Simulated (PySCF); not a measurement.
A structure optimised at PBE0-D3(BJ)/def2-SVP, used in a PySCF frequency run:

```
Ge
O 1 1.7675
H 2 0.9638 1 113.38
H 1 1.5278 2 105.25 3 174.80
H 1 1.5366 4 115.38 2 -123.47
Br 1 2.3140 4 108.80 5 -119.06
```

Write its SMILES and formula.

[OH][GeH2][Br], BrGeH3O

What are its rotational constants (standard atomic weights)?

12.353, 1.8734, 1.6684 GHz
